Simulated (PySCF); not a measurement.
How exact exchange moves a shielding

Molecule: `InChI=1S/CH7NSSi/c1-3-4-2/h2,4H2,1H3`.

Numbering as in the mapped SMILES `[CH3:1][S:2][SiH2:3][NH2:4]`. Each H is labelled by its parent atom.

GIAO shieldings (ppm, equivalent atoms averaged) in PySCF 2.14 on the PBE0-D3(BJ)/def2-SVP geometry, basis pcSseg-2, gas phase, non-relativistic:

| functional | exact exchange (%) | σ(Si3) | σ(N4) |
| --- | --- | --- | --- |
| BLYP | 0 | 329.3 | 234.6 |
| BP86 | 0 | 339.4 | 238.1 |
| PBE | 0 | 340.1 | 238.5 |
| B3LYP | 20 | 343.1 | 239.6 |
| mPW1PW91 | 25 | 356.4 | 243.6 |
| BHandHLYP | 50 | 364.1 | 245.4 |
| HF | 100 | 403.4 | 253.3 |

**Question.** Fit each shielding as a line in the percentage of exact exchange.

**Answer.** σ(Si3) = 335.3 + 0.66 x (rms 4.6 ppm); σ(N4) = 237.3 + 0.16 x (rms 1.5 ppm). The functionals also differ in their semilocal parts, which the line can't hold; Hartree–Fock has no correlation at all.

**Question.** What does the line predict for PBE0 (25 %), and what does the run give?

**Answer.** σ(Si3): 351.8 predicted, 357.3 computed; σ(N4): 241.3 predicted, 244.3 computed ppm.
